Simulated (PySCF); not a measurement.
Compound: C₄H₆BCl.
SMILES with atom numbers: `[Cl:1][BH:2][C@:3]12[CH2:4][C@H:5]1[CH2:6]2` (hydrogens: H7 on B2; H8, H9 on C4; H10 on C5; H11, H12 on C6)

Theory: PySCF, PBE0-D3(BJ)/def2-SVP geometry optimisation, gas phase.

(1) List the bond lengths, angles and torsions at this level.

## Answers

(1) 
```
         bond  length (pm)
       Cl1–B2        176.2
        B2–C3        151.6
 C3–C4, C3–C6        150.8
 C4–C5, C5–C6        147.9
        C3–C5        152.2
        B2–H7        120.7
C4–H8, C6–H11        109.9
C4–H9, C6–H12        109.5
       C5–H10        109.0
```

Bonds in one row agree within 1 pm and their mean is given. A selection of angles:
```
    angle  degrees
Cl1–B2–C3    120.2
Cl1–B2–H7    117.3
 C3–B2–H7    122.4
 B2–C3–C4    128.0
 B2–C3–C5    121.6
 B2–C3–C6    129.6
 C4–C3–C5     58.4
 C4–C3–C6     96.4
 C5–C3–C6     58.5
 C3–C4–C5     61.2
 C3–C4–H8    117.2
 C3–C4–H9    117.4
 C5–C4–H8    118.1
 C5–C4–H9    118.0
 H8–C4–H9    114.7
 C4–C5–C6     98.9
C4–C5–H10    129.4
 C3–C5–C4     60.4
C3–C5–H10    126.8
```

Torsions: Cl1–B2–C3–C4 164° (antiperiplanar); B2–C3–C4–C5 -107° (anticlinal); C3–C4–C5–C6 -48° (synclinal); C4–C5–C6–C3 48° (synclinal); B2–C3–C5–C4 118° (anticlinal); B2–C3–C6–C5 107° (anticlinal).

The 3-membered ring C3–C4–C5 has internal angles of 58.4° to 61.2°. The 3-membered ring C3–C5–C6 has internal angles of 58.5° to 61.3°. B2 (three-coordinate boron) is planar (angles 122.4°, 120.2° and 117.3°, sum 360.0°, 0.02 Å off the plane of its three neighbours). The C–C distances run from 1.478 Å (C4–C5, drawn single) to 1.522 Å (C3–C5, drawn single), a spread of 0.044 Å. Of the pairs four or more bonds apart, H8···H11 is among the closest relative to their van der Waals radii: 2.39 Å, 99 % of the sum of Bondi's values.

Point group: C1 (no symmetry element, even within 0.4 Å). Stationary, but not proved a minimum. The numbers are those of one conformer.
